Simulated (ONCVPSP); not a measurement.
**What one change does to a pseudopotential (Pt, ONCV)**

```json
{
  "Element": "Pt (Z = 78)",
  "Generator": "ONCVPSP 4.0.1",
  "Type": "optimised norm-conserving Vanderbilt (ONCV)",
  "Functional": "PBE",
  "Relativity": "scalar-relativistic",
  "Frozen core": "[Kr] 4d10 4f14",
  "Valence charge": "18",
  "Reference configuration": "5s2 5p6 5d9 6s0.5 6p0.5",
  "Partial waves": "5s+6s: rc 1.75 bohr, ncon 3, nbas 7, qcut 7.7 1/bohr, 2 projectors; 5p+6p: rc 1.45 bohr, ncon 4, nbas 9, qcut 11.7 1/bohr, 2 projectors; 5d: rc 2.40 bohr, ncon 4, nbas 8, qcut 6.9 1/bohr, 3 projectors, debl 2.6 Ha",
  "Local potential": "polynomial inside 1.00 bohr (lpopt 5, dvloc0 0 Ha)",
  "Core correction": "Teter function, fcfact 2.25, rcfact 1.1"
}
```

Change: local potential polynomial inside 1.00 bohr (lpopt 5, dvloc0 2 Ha).

Cutoffs: the cutoffs (Ha) at which the residual kinetic energy of the hardest occupied pseudo-wave falls to 1 and 0.1 mHa per electron; they do not see the model core or the augmentation charge, which bear on the density cutoff. Errors are all-electron minus pseudo energies relative to the spin-unpolarised reference configuration.

What does the change do?

The potential gets neither clearly harder nor softer (40 Ha and 47 Ha → 40 Ha and 47 Ha); the lowest positive-energy flag moves from s at 34.6 eV to s at 65.0 eV; the errors of the 3 common tests hardly move; the range in which the s phases agree widens (upper end 1.1 → 2.2); neither file shows a bound ghost.

```tsv
quantity	base	changed
cutoff, loose	40 Ha	40 Ha
cutoff, tight	47 Ha	47 Ha
bound ghosts	none	none
GHOST(+) flags under 300 eV	s at 34.6 eV, d at 213.3 eV	s at 65.0 eV, d at 247.9 eV
tests with a reliable result	3 of 4	3 of 4
error for 5s2 5p6 5d9 6s1 6p0, meV [ΔE -2.46 eV]	+0.6	+0.6
error for 5s2 5p6 5d9 6s0 6p0, meV [ΔE 6.73 eV]	-2.5	-2.5
error for 5s2 5p6 5d9.5 6s0.5 6p0, meV [ΔE -2.58 eV]	-0.3	-0.3
s: phases at 1.78 bohr within 0.05 rad from the reference energy up to (Ha; the scan ends near 5)	1.1	2.2
p: phases at 1.48 bohr within 0.05 rad from the reference energy up to (Ha; the scan ends near 5)	to the end of the scan	to the end of the scan
d: phases at 2.44 bohr within 0.05 rad from the reference energy up to (Ha; the scan ends near 5)	to the end of the scan	to the end of the scan
rms error of d²Exc/dni dnj with the model core, mHa	2.54	2.55
```
